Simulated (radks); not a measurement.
Q: The table gives one normalised radial function P(r) = r R(r) (large component) of Bi2+ in [Hg] 6p1 (r in bohr). All-electron calculation, Dirac Kohn-Sham, revPBE, spin-unpolarised, spherical densities, finite nucleus; open shells fill j = l - 1/2 first; Fermi nuclear charge, rms radius 5.5211 fm. Program: a radial shooting solver on a logarithmic mesh with Libxc functionals.

| r | P |
|---|---|
| 0.001754 | 0.0001 |
| 0.002041 | 0.0002 |
| 0.002377 | 0.0002 |
| 0.002767 | 0.0003 |
| 0.003221 | 0.0004 |
| 0.00375 | 0.0006 |
| 0.004365 | 0.0009 |
| 0.005082 | 0.0013 |
| 0.005916 | 0.0019 |
| 0.006887 | 0.0027 |
| 0.008018 | 0.0040 |
| 0.009334 | 0.0057 |
| 0.01087 | 0.0083 |
| 0.01265 | 0.0119 |
| 0.01473 | 0.0170 |
| 0.01714 | 0.0243 |
| 0.01996 | 0.0343 |
| 0.02324 | 0.0480 |
| 0.02705 | 0.0663 |
| 0.03149 | 0.0904 |
| 0.03666 | 0.1209 |
| 0.04268 | 0.1584 |
| 0.04968 | 0.2021 |
| 0.05784 | 0.2499 |
| 0.06733 | 0.2973 |
| 0.07839 | 0.3372 |
| 0.09126 | 0.3595 |
| 0.1062 | 0.3525 |
| 0.1237 | 0.3043 |
| 0.144 | 0.2073 |
| 0.1676 | 0.0625 |
| 0.1951 | -0.1165 |
| 0.2272 | -0.3012 |
| 0.2645 | -0.4519 |
| 0.3079 | -0.5261 |
| 0.3584 | -0.4904 |
| 0.4172 | -0.3341 |
| 0.4857 | -0.0747 |
| 0.5655 | 0.2444 |
| 0.6583 | 0.5647 |
| 0.7664 | 0.8276 |
| 0.8922 | 0.9892 |
| 1.039 | 1.0314 |
| 1.209 | 0.9650 |
| 1.408 | 0.8218 |
| 1.639 | 0.6411 |
| 1.908 | 0.4587 |
| 2.221 | 0.2996 |
| 2.586 | 0.1770 |
| 3.01 | 0.0933 |
| 3.504 | 0.0433 |
| 4.079 | 0.0174 |
| 4.749 | 0.0059 |
| 5.529 | 0.0016 |
| 6.436 | 0.0004 |
| 7.493 | 0.0001 |
| 8.723 | 0.0000 |

Which n and l does it have? It may be an empty orbital.

A: n = 5, l = 2: the number of nodes gives n - l - 1 = 2, the rise at small r points to l (for j = l - 1/2 the large component starts outside the nucleus as r^gamma with gamma = sqrt(l^2 - (Z/c)^2) = 1.91 and the r^(l+1) term takes over further out; the orbital of l - 1 with the same j starts with the same power, but with a larger coefficient, and does not steepen), and the extent must fit the shell. The curve is that of 5d3/2; the two j differ most near the nucleus, where j = l - 1/2 has the larger amplitude, and in heavy atoms j = l - 1/2 is also the more compact. 5d3/2: eigenvalue -45.745 eV, 2 radial nodes at r = 0.177, 0.504 bohr, <r> = 1.20 bohr, 90 % of the charge inside 1.80 bohr.
